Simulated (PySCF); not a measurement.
Species: pentafluoropyridine, C5F5N.
SMILES with atom numbers: `[F:1][c:2]1[n:3][c:4]([F:5])[c:6]([F:7])[c:8]([F:9])[c:10]1[F:11]`

Theory: TDDFT CAM-B3LYP/def2-SVPD, vertical, gas phase, core orbitals frozen in the response (PySCF 2.14.0, density-fitted response routines). Isolated species at its PBE0-D3(BJ)/def2-SVP geometry, gas phase.

Question: What does the calculation give for the low-lying excited states?

Answer: 

| state | E (eV) | E (kJ/mol) | λ (nm) | f | symmetry | main configurations (H = HOMO, L = LUMO) |
| --- | --- | --- | --- | --- | --- | --- |
| S1 | 5.42 | 523 | 228.9 | 0.070 | B1 or B2 | H→L (84%), H-1→L+1 (15%) |
| S2 | 6.34 | 612 | 195.5 | 0.0001 | – | H→L+2 (94%) |
| S3 | 6.41 | 618 | 193.5 | 0.033 | A1 | H→L+1 (68%), H-1→L (30%) |
| S4 | 6.54 | 631 | 189.7 | 0.0021 | B1 or B2 | H-2→L (98%) |
| S5 | 7.05 | 680 | 175.9 | 0.0000 | – | H-2→L+1 (99%) |
| S6 | 7.17 | 692 | 172.8 | 0.015 | B1 or B2 | H-1→L+2 (85%) |
| S7 | 7.36 | 710 | 168.4 | 0.469 | A1 | H-1→L (65%), H→L+1 (29%) |
| S8 | 7.49 | 722 | 165.6 | 0.409 | B1 or B2 | H-1→L+1 (82%), H→L (14%) |
| S9 | 7.84 | 756 | 158.2 | 0.0043 | B1 or B2 | H→L+3 (84%) |
| S10 | 8.06 | 778 | 153.8 | 0.0000 | – | H→L+4 (77%), H→L+5 (14%) |

Triplets (Tamm–Dancoff): T1 4.21 eV, H→L+1 (77%), H-1→L (19%); T2 4.33 eV, H→L (98%); T3 5.01 eV, H-1→L (78%), H→L+1 (20%); T4 5.84 eV, H-2→L (95%).

The lowest singlet lies at 5.42 eV (229 nm, ultraviolet) and is of moderate strength; its leading configuration is HOMO→LUMO (84%). The strongest level in the table is S7 at 7.36 eV (168 nm, f = 0.469). Löwdin shares by element: HOMO carbon 63% or more (atoms not listed hold the other 37%); LUMO carbon 46% or more, nitrogen 21% (atoms not listed hold the other 33%). The listed states span 2.64 eV, and the widest gap between neighbours is 0.93 eV (S1 to S2). Orbital energies (eV): HOMO-3 -13.20, HOMO-2 -11.32, HOMO-1 -10.50, HOMO -9.41, LUMO -0.66, LUMO+1 -0.10, LUMO+2 0.27. Of the 10 states listed, 5 reach f = 0.01 and 3 stay under 0.0005. Symmetry labels in C2v follow from the direction of the transition dipole and are given only for states with f of 0.002 or more; B1 and B2 swap with the choice of axes. The window holds the lowest 10 singlets.

Hardware: AMD EPYC 9R14, 2 threads (shared host). Cost: 40 s wall, 91 s CPU, 1.3 GiB resident at most.
